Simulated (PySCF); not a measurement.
A run for PySCF: R-HF/3-21G on CH3BrSi (SMILES C[Si]Br), a point of a torsion scan.

```python
from pyscf import gto, scf, dft, mp
from pyscf.data.elements import chemcore

mol = gto.M(
    atom='''
    C    -0.62173328   -0.00267196    0.00005160
    Si    0.88682684    1.16900385   -0.11757246
    Br    2.48907754   -0.31594743    0.61517926
    H    -0.76813334   -0.35631475    1.02157069
    H    -1.53910403    0.49330771   -0.31215120
    H    -0.48935947   -0.88200293   -0.63182086
    ''',
    basis='3-21g',
    charge=0, spin=0, verbose=3, max_memory=1800)
mf = scf.RHF(mol)
mf.conv_tol = 1e-8
mf.max_cycle = 100
mf.kernel()
if not mf.converged:
    mf = mf.newton().run(mf.mo_coeff, mf.mo_occ)
```

Task: What total energy does the run end on?

Result: -2886.8592 hartree.
